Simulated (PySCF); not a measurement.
C₆H₉P.
Cartesian coordinates in Å at the PBE0-D3(BJ)/def2-SVP level; atoms count from 1:
```xyz
16
C6H9P angstrom
C      3.953   -1.392    0.114
C      2.748   -0.629   -0.153
C      1.739    0.019   -0.364
P      0.259    0.869   -0.832
C     -0.882    0.390    0.520
C     -1.797   -0.779    0.281
C     -2.355    0.606    0.293
H      4.287   -1.944   -0.779
H      4.777   -0.732    0.430
H      3.784   -2.124    0.919
H      0.626    2.160   -0.337
H     -0.511    0.522    1.542
H     -2.004   -1.437    1.129
H     -1.726   -1.295   -0.682
H     -2.954    0.925    1.149
H     -2.668    1.040   -0.662
```

Method: TDDFT CAM-B3LYP/def2-SVPD, vertical, gas phase, core orbitals frozen in the response (PySCF 2.14.0, density-fitted response routines).

Kohn–Sham orbitals with the atoms that hold most of them (Löwdin shares over 4%, at most four atoms; ? is withheld):

```csv
orbital,ε (eV),atoms
HOMO-3,-9.95,"C5 32%, C6 30%, C7 13%, P4 6%"
HOMO-2,-9.72,"C3 24%, P4 20%, C2 16%, C7 11%"
HOMO-1,-8.85,"C3 36%, C2 34%, C1 7%, P4 6%"
HOMO,?,?
LUMO,1.18,?
LUMO+1,1.35,"C1 27%, C2 18%, C3 12%, H9 10%"
LUMO+2,1.70,"P4 16%, C7 14%, C3 13%, C2 12%"
```

(1) Which atoms hold the LUMO, and with what shares?

(2) Which atoms hold the HOMO, and with what shares?

(3) What is the HOMO energy, and the HOMO–LUMO gap?

## Answers

(1) P4 (bonded to 2 C and H) 20%; C2 (bonded to 2 C) 14%; C3 (bonded to C and P) 13%; H11 (bonded to P) 10%. By element: carbon 27% or more, phosphorus 20%, hydrogen 10% or more.

(2) P4 (bonded to 2 C and H) 38%; C3 (bonded to C and P) 20%; C2 (bonded to 2 C) 19%; C5 (bonded to 2 C, P and H) 8%. By element: carbon 47% or more, phosphorus 38%.

(3) ε(HOMO) = -7.79 eV; the gap is 8.97 eV (0.3295 hartree).

Question: How does S1 compare with the orbital gap of 8.97 eV?

Answer: S1 is at 5.31 eV (f = 0.015), 3.66 eV below the gap, made of HOMO→LUMO (57%), HOMO→LUMO+1 (18%), HOMO→LUMO+2 (11%). 

Next come S2 at 6.00 eV (f 0.030), HOMO→LUMO+2 (28%), HOMO→LUMO+3 (20%), HOMO-1→LUMO (19%); S3 at 6.33 eV (f 0.0049), HOMO→LUMO+1 (45%), HOMO→LUMO (28%), HOMO→LUMO+6 (11%); S4 at 6.45 eV (f 0.014), HOMO-1→LUMO+2 (33%), HOMO-1→LUMO+3 (30%), HOMO-1→LUMO+4 (9%); S5 at 6.83 eV (f 0.106), HOMO→LUMO+2 (19%), HOMO-2→LUMO (16%), HOMO→LUMO+8 (9%).

Löwdin shares depend on the basis, the more so with diffuse functions.

One conformer stands for the species.
